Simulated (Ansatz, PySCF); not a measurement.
The PySCF input:
```python
from pyscf import gto, scf, dft

mol = gto.Mole()
mol.atom = '''
    C    -1.356943   -0.346950   -0.014702
    O    -0.116211   -0.920962   -0.205220
    C     1.015953    0.076571   -0.157257
    O     0.775794    1.256962    0.285561
    H    -1.969029   -0.394070   -0.933834
    H    -1.906759   -0.864197    0.790425
    H    -1.213904    0.708718    0.266746
    H     1.858964   -0.516171    0.265680
'''
mol.basis = 'cc-pvdz'
mol.charge = -1
mol.spin = 1
mol.verbose = 4
mol.build()

mf = dft.UKS(mol)
mf.xc = 'pbe'
mf.grids.atom_grid = (99, 590)
mf.grids.prune = None
mf.kernel()
```

Q: Give the equivalent Ansatz (a program for electronic structure) input.

A: Several could match; the one computed here: 
Ansatz 0.2 input:
```yaml
crystal:
  periodic: [false, false, false]
  atoms:
    - {symbol: C, position_ang: [-1.35694313, -0.34695005, -0.01470161]}
    - {symbol: O, position_ang: [-0.11621097, -0.92096213, -0.20521993]}
    - {symbol: C, position_ang: [1.01595326, 0.07657087, -0.15725667]}
    - {symbol: O, position_ang: [0.77579441, 1.25696160, 0.28556146]}
    - {symbol: H, position_ang: [-1.96902920, -0.39407010, -0.93383438]}
    - {symbol: H, position_ang: [-1.90675889, -0.86419747, 0.79042516]}
    - {symbol: H, position_ang: [-1.21390419, 0.70871758, 0.26674643]}
    - {symbol: H, position_ang: [1.85896390, -0.51617084, 0.26568012]}
basis:
  gaussian:
    orbitals: cc-pVDZ
hamiltonian:
  xc: pbe
total_charge: -1
magnetization: {spin_polarized: true, initial_magnetization: 1}
accuracy: high
```

Both were run: PySCF gave -228.743184 Eh and Ansatz -228.743184 Eh, 0.000 mEh apart.
